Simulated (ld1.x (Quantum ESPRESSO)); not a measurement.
Transferability test, TM potential for platinum

platinum (Pt), norm-conserving Troullier–Martins (Kleinman–Bylander form), made with ld1.x (Quantum ESPRESSO) 7.5 (LDA (PZ), scalar-relativistic). Core [Kr] 4d10 4f14 5s2, reference 5p6 5d9 6s0.5 6p0 (charge +0.5). Waves: 5p (bound): rc 1.20 bohr; 5d (bound): rc 1.30 bohr; 6s (bound): rc 1.85 bohr. Local part: the s channel. Core correction: a·sin(br)/r model core inside 0.55 bohr.

Energies are relative to the spin-unpolarised reference configuration 5p6 5d9 6s0.5 6p0; without spin polarisation the order of configurations can differ from experiment. Spin-polarised rows fill each open shell by Hund’s rule, majority spin first.

Task: Give the all-electron excitation energy and the error of the potential for: 5p6 5d9 6s1 6p0; 5p6 5d9 6s0 6p0; 5p6 5d8 6s0 6p0; 5p6 5d8 6s1 6p0; 5p6 5d7 6s0 6p0; 5p6 5d10 6s0 6p0; 5p6 5d8 6s1 6p1; 5p6 5d9 6s0.5 6p0 (spin-polarised); 5p6 5d9 6s1 6p0 (spin-polarised).

Result:

```tsv
valence configuration	charge	ΔE all-electron (eV)	error AE − PS (meV)
5p6 5d9 6s1 6p0	0	-3.860	0.0
5p6 5d9 6s0 6p0	+1	5.684	-3.8
5p6 5d8 6s0 6p0	+2	25.943	-36
5p6 5d8 6s1 6p0	+1	7.557	-23
5p6 5d7 6s0 6p0	+3	58.455	-170
5p6 5d10 6s0 6p0	0	-3.806	-21
5p6 5d8 6s1 6p1	0	2.735	-566
5p6 5d9 6s0.5 6p0 (spin-polarised)	+0.5	-0.231	+3.6
5p6 5d9 6s1 6p0 (spin-polarised)	0	-4.240	+5.9
```

Levels in the configuration 5p6 5d9 6s1 6p0:

```tsv
level	all-electron (eV)	pseudo (eV)
5p	-56.287	-56.313
5d	-6.377	-6.382
6s	-5.969	-5.965
```
